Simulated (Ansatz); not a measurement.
Cost and result up the ladder for BiH2(CF3) (CH₂BiF₃) (7 atoms). Charge 0, multiplicity 1. Geometry: r2SCAN-D4/def2-SVP.

Cartesian coordinates in Å:
```
Bi -0.491 -1.161 -0.965
H 1.072 -1.866 -0.422
H -1.267 -1.708 0.562
C 0.085 0.855 0.061
F 0.495 0.727 1.329
F -0.969 1.696 0.061
F 1.075 1.457 -0.626
```

Ansatz on 4 threads of Intel Xeon on a shared host. Times are rough, and most runs start from the orbitals of an earlier one. ωB97M-V/def2-TZVP serves as the yardstick here, not as an exact answer. Differences are given only for rows in sets of like size (and for xTB, whose basis is part of the method), since another set adds its own error. Binding counts from free atoms at the same level (Bi quartet, H doublet, C triplet, F doublet; other spins of the atoms weren't run), without zero-point energy or a counterpoise term.

In the def2 sets Bi takes a core potential; there is no spin–orbit coupling. Correlated methods freeze 8 core orbitals; core or outer-core shells of Bi are correlated, in sets that lack core-valence functions.

Correlated methods converge slowly with the basis.

```tsv
level	functions	wall time
PBE-D4/def2-SVP	92	1.1 s
PBE0-D4/def2-SVP	92	2 s
PBE-D4/def2-TZVP	186	2.4 s
BLYP-D4/def2-TZVP	186	2.6 s
BHLYP-D4/def2-TZVP	186	3.8 s
PBE0-D4/def2-TZVP	186	4 s
r2SCAN-D4/def2-TZVP	186	4.2 s
MP2/def2-TZVP	186	5.5 s
r2SCAN0-D4/def2-TZVP	186	6 s
CAM-B3LYP-D4/def2-TZVP (with forces)	186	6.5 s
B97M-V/def2-TZVP	186	7 s
ωB97X-V/def2-TZVP	186	8.6 s
ωB97M-V/def2-TZVP	186	9.5 s
CCSD(T)/def2-TZVPP	202	2.8 min
```

(1) Estimate what each level gives for the binding energy per atom (eV).

Answers

(1) 
```csv
level,binding energy per atom (eV),difference from ωB97M-V/def2-TZVP (eV)
PBE-D4/def2-SVP,3.43,–
PBE0-D4/def2-SVP,3.23,–
PBE-D4/def2-TZVP,3.37,0.18
BLYP-D4/def2-TZVP,3.28,0.08
BHLYP-D4/def2-TZVP,2.97,-0.22
PBE0-D4/def2-TZVP,3.19,-0.01
r2SCAN-D4/def2-TZVP,3.21,0.01
MP2/def2-TZVP,3.13,-0.07
r2SCAN0-D4/def2-TZVP,3.06,-0.13
CAM-B3LYP-D4/def2-TZVP (with forces),3.23,0.03
B97M-V/def2-TZVP,3.25,0.05
ωB97X-V/def2-TZVP,3.23,0.03
ωB97M-V/def2-TZVP,3.20,0.00
CCSD(T)/def2-TZVPP,3.07,-0.12
```
